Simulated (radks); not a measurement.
Values are calculated unless marked as measured or tabulated.
Task: All-electron atom: neutral rubidium in [Kr] 5s1 (the NIST ground configuration). Code: a radial shooting solver on a logarithmic mesh with Libxc functionals. Model: scalar-relativistic Kohn-Sham, r2SCAN, spin-polarised, spherical densities, finite nucleus; open shells are filled with parallel spins first (spin-orbit coupling, left out, can overturn this in heavy ions); meta-GGA in the generalised Kohn-Sham scheme; Fermi nuclear charge, rms radius 4.2036 fm. Some entries of the table are withheld. Estimate them.

orbital,occ.,eigenvalue (eV),<1/r> (bohr^-1),r(max) (bohr)
1s up,1,-15070.92,37.87,0.02629
1s down,1,-15070.92,37.87,0.02629
2s up,1,-2023.473,8.449,0.1494
2s down,1,-2023.469,8.449,0.1494
2p up,3,-1791.516,8.240,0.1197
2p down,3,-1791.511,8.240,0.1197
3s up,1,-304.9265,2.815,0.4502
3s down,1,-304.9165,2.815,0.4502
3p up,3,-229.6665,2.656,0.4462
3p down,3,-229.6554,2.656,0.4462
3d up,5,(1),2.388,0.3946
3d down,5,(2),2.388,0.3946
4s up,1,-33.0331,0.9139,1.262
4s down,1,-32.9912,0.9129,1.262
4p up,3,-16.5407,(3),1.427
4p down,3,-16.4920,(4),1.428
5s up,1,-2.4952,0.2381,4.407

Result: 
(1) 3d up eigenvalue (eV): -105.6970
(2) 3d down eigenvalue (eV): -105.6835
(3) 4p up <1/r> (bohr^-1): 0.7672
(4) 4p down <1/r> (bohr^-1): 0.7687
